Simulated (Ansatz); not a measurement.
(BeS)3 ring (Be3S3). Charge 0, multiplicity 1. Geometry PBE-D4/def2-SVP, basis def2-TZVP, Ansatz.

```tsv
run	HOMO (eV)	LUMO (eV)
A	-7.28	-2.73
B	-6.54	-3.17
C	-8.95	-1.51
D	-7.73	-2.53
E	-7.34	-2.90
F	-6.60	-3.28
```

HSE06 is defined as in plane-wave codes, on full-range PBE exchange.

Question: The runs used CAM-B3LYP, HSE06, PBE, PBE0, r2SCANh, revPBE. Estimate which is which.

Answer: A r2SCANh (10 % exact exchange); B revPBE (0 % exact exchange); C CAM-B3LYP (range-separated); D PBE0 (25 % exact exchange); E HSE06 (range-separated); F PBE (0 % exact exchange). Exact exchange lowers occupied and raises empty levels; among semilocal functionals meta-GGAs tend to open the gap a little, and such runs are hard to tell apart. The gap grows from 3.31 eV (PBE) to 7.44 eV (CAM-B3LYP).
